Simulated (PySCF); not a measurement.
**Correlation energy of Hg⁷¹⁺ (mercury, charge +71)**

Starting occupation: [He] 2s2 2p5, 2p1/2 with m_j = +1/2, 2p3/2 with m_j = -3/2, -1/2, +1/2, +3/2. Calculation: PySCF 2.14, in an even-tempered Gaussian basis (16 s from 59 bohr⁻², ratio 2.4; 13 p from 76 bohr⁻², ratio 2.4; 5 d from 260 bohr⁻², ratio 2.6; 4 f from 390 bohr⁻², ratio 2.6); X2C-1e with screened-nucleus spin-orbit coupling, Gaussian nucleus. Frozen: nothing; 9 electrons correlated; the 26 highest virtual spinors left out.

MP2 pair energies summed by pair of shells (mhartree):

```
       pair   energy  share (%)
2p3/2-2p3/2  -103.15       26.1
2p3/2-2s1/2   -71.50       18.1
1s1/2-1s1/2   -62.87       15.9
2p1/2-2p3/2   -56.52       14.3
1s1/2-2p3/2   -31.22        7.9
2p1/2-2s1/2   -22.92        5.8
1s1/2-2s1/2   -19.64        5.0
2s1/2-2s1/2   -15.12        3.8
1s1/2-2p1/2   -12.04        3.0
```

Total MP2 correlation energy: -394.95 mhartree.

At this charge the one-electron X2C treatment keeps the bare 1/r₁₂, with no two-electron picture change or Breit term. That inflates the 1s pair energies well beyond their four-component values.
